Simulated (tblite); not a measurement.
C₅H₇NS.
Numbering: `[SH:1][CH2:2][n:3]1[cH:4][cH:5][cH:6][cH:7]1` (hydrogens: H8 on S1; H9, H10 on C2; H11 on C4; H12 on C5; H13 on C6; H14 on C7)

Computed with GFN2-xTB (tblite), gas phase: Langevin dynamics at 400 K from the optimised GFN2-xTB geometry, time step 0.5 fs, friction 0.01 fs⁻¹, 2000 steps.

Start geometry:
```
atom  x, y, z in Å
S1     -2.564    0.466   -1.068
C2     -1.605   -0.514    0.180
N3     -0.214   -0.265    0.130
C4      0.677   -0.880   -0.700
C5      1.909   -0.331   -0.498
C6      1.764    0.669    0.488
C7      0.447    0.692    0.845
H8     -2.230    1.659   -0.581
H9     -1.827   -1.553   -0.067
H10    -2.007   -0.268    1.164
H11     0.361   -1.659   -1.366
H12     2.818   -0.611   -0.993
H13     2.540    1.294    0.883
H14    -0.070    1.302    1.560
```

The statistics below take the 31 frames saved every 25 fs from 250 to 1000 fs; their kinetic temperature (all 3N coordinates) averages 428 K.

**Question.** Give the mean, spread and extremes of the bond lengths.

**Answer.** 
```
  bond  start (Å)  mean (Å)  standard deviation (Å)  shortest (Å)  longest (Å)
 S1–C2      1.855     1.865                   0.048         1.775        1.993
 C2–N3      1.414     1.417                   0.031         1.358        1.475
 N3–C4      1.364     1.387                   0.028         1.331        1.455
 C4–C5      1.364     1.374                   0.033         1.307        1.467
 C5–C6      1.412     1.415                   0.032         1.360        1.471
 C6–C7      1.365     1.373                   0.030         1.314        1.444
 N3–C7      1.365     1.363                   0.034         1.285        1.449
 S1–H8      1.331     1.337                   0.035         1.283        1.447
 C2–H9      1.091     1.095                   0.025         1.041        1.156
C2–H10      1.091     1.103                   0.034         1.036        1.179
C4–H11      1.072     1.078                   0.035         1.016        1.146
C5–H12      1.072     1.076                   0.029         1.030        1.139
C6–H13      1.072     1.076                   0.038         0.996        1.143
C7–H14      1.073     1.084                   0.044         1.000        1.181
```

**Question.** How far does each atom move about its mean position (frames aligned on the start, all atoms weighted alike), and what rms force does it feel?

**Answer.** 
```
atom  rms displacement (Å)  rms force (eV/Å)
  S1                  0.22              1.08
  C2                  0.17              1.68
  N3                  0.15              2.38
  C4                  0.20              2.54
  C5                  0.11              2.39
  C6                  0.15              2.34
  C7                  0.17              2.48
  H8                  0.98              0.78
  H9                  0.29              1.00
 H10                  0.30              1.15
 H11                  0.35              1.28
 H12                  0.21              1.06
 H13                  0.27              1.43
 H14                  0.33              1.55
```

The displacements run from 0.11 to 0.98 Å, the largest at H8.

**Question.** Follow the torsion S1–C2–N3–C4 through every second one of these frames.

**Answer.** 
| t (fs) | S1–C2–N3–C4 (°) |
| --- | --- |
| 250 | -67 |
| 300 | -75 |
| 350 | -67 |
| 400 | -54 |
| 450 | -61 |
| 500 | -52 |
| 550 | -76 |
| 600 | -90 |
| 650 | -101 |
| 700 | -90 |
| 750 | -85 |
| 800 | -89 |
| 850 | -83 |
| 900 | -86 |
| 950 | -81 |
| 1000 | -74 |

Largest departure from the start value over all these frames: S1–C2–N3–C4 42° (start -85°).

**Question.** How widely does the potential energy scatter, against a harmonic estimate?

**Answer.** Mean 0.66 eV above the start, standard deviation 0.168 eV, range 0.33 to 1.03 eV. For 36 classical harmonic modes at 400 K the canonical values are 36kT/2 = 0.62 eV and kT·√(36/2) = 0.146 eV.

The run is classical and short, so these are rough statistics of one trajectory.

The cost below is that of the whole dynamics run. On one thread, INTEL XEON PLATINUM 8581C at 2.10 GHz (x86_64), on a shared host, this took 10 s wall and 0.18 GiB of memory at its peak.
